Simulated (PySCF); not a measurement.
A computed series [M(BH4)2]+

Computed with PySCF 2.14.0, PBE0, def2-SVP on the ligands, density fitting, scalar-relativistic core potentials, no spin-orbit coupling, vacuum. Each member is relaxed from one template within its symmetry. Distances are means of the shortest metal–ligand contacts, charges and spins Mulliken's; removal energies are rigid, with the ligand's formal charge and no counterpoise, so too large; for an anion taken off a cation in vacuum most of it is the attraction of opposite charges, and multiply charged cations can part far more cheaply with an electron moved from ligand to metal. lcecp potentials hold a fixed number of 4f electrons in the core, out of states, spins and gaps.

```csv
metal,basis on the metal,point group,M–BH4 (Å),charge on M (e),removal of one BH4 (eV),"strongest infrared band, degenerate modes summed (cm⁻¹)",unstable modes (below −25 cm⁻¹)
Y,def2-SVP with ECP28,C2,2.122,1.10,14.04,–,1 (soft)
La,def2-SVP with ECP46,C2,2.274,1.24,13.02,2198,0
Pr,lcecp-1-SVP with ECP48,C2,2.223,1.04,13.27,2206,0
Eu,lcecp-1-SVP with ECP52,C2,2.173,1.06,13.64,2196,0
Tb,lcecp-1-SVP with ECP54,C2,2.151,1.08,13.81,2195,0
Ho,lcecp-1-SVP with ECP56,C2,2.132,0.93,13.98,–,1
Tm,lcecp-1-SVP with ECP58,C2,2.113,0.85,14.14,–,1 (soft)
Lu,lcecp-1-SVP with ECP60,C2,2.102,0.97,14.30,2188,0
```

(1) A further member has point group C2, M–BH4 (Å) 2.197, charge on M (e) 1.02, removal of one BH4 (eV) 13.46, strongest infrared band, degenerate modes summed (cm⁻¹) 2196, unstable modes (below −25 cm⁻¹) 0. Which metal is it?

Members with unstable modes aren't minima as they stand: saddle points kept by symmetry or, where the modes are soft, flat surfaces and noise. Moved off a saddle point of the template and relaxed again: Tb. One start shape was tried for each, so a minimum needn't be the lowest isomer.

Answers

(1) Pm, lcecp-1-SVP with ECP50. Other answers can fit too; this one was computed.
